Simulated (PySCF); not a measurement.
Calculation: PySCF 2.14.0 with B3LYP-D3(BJ)/def2-TZVP // BP86-D3(BJ)/def2-SVP. Gas-phase values, no solvent. One relaxed conformer stands for a flexible species; it need not be the lowest. B3LYP has the VWN-RPA correlation part, as in Gaussian. 

Reference species: [Sc(F)2(OH)] (neutral, multiplicity 1).

The LUMO comes out as -2.54 eV and the charge on the central atom (meta-Löwdin) is 1.50 e. The charge on the central atom (Mulliken) comes out as 1.49 e.

Changed species: [Sc(F)3] (0 of 3 F replaced by OH; the reference has 1 of 3 F replaced by OH).

Q: Predict the effect on the LUMO, charge on the central atom (meta-Löwdin) and charge on the central atom (Mulliken).

A: the LUMO decreases by 0.49 eV, to -3.03 eV; the charge on the central atom (meta-Löwdin) goes up by 0.07 e, to 1.57 e; the charge on the central atom (Mulliken) hardly moves.
